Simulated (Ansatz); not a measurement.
`OB(F)[NH][GeH3]`. Total charge 0; spin multiplicity 1. Correlated methods include outer-core shells of Ge, which these sets cover unevenly. Scalar relativity is left out up to krypton.

Z-matrix (Å, degrees):
```
Ge
N 1 1.847
H 1 1.535 2 109.9
H 1 1.535 2 109.9 3 -121.4
H 1 1.537 2 105.8 3 119.3
B 2 1.403 1 125.1 3 61.2
H 2 1.006 1 117.3 3 -118.8
F 6 1.346 2 120.7 1 -180.0
O 6 1.366 2 120.0 1 0.0
H 9 0.959 6 113.0 2 180.0
```

(1) Give the diagnostics of a CCSD(T)/def2-TZVPP run (frozen core, Ansatz 0.2.0). (Estimate.)

Results:

(1) The calculation gave: T1 = 0.0117, largest single amplitude 0.022, largest double 0.022, (T) share of the correlation energy 3.3 %, 9 CCSD cycles. The RHF solution is stable towards an unrestricted one. T1 lies under the customary mark of 0.02 for closed shells.
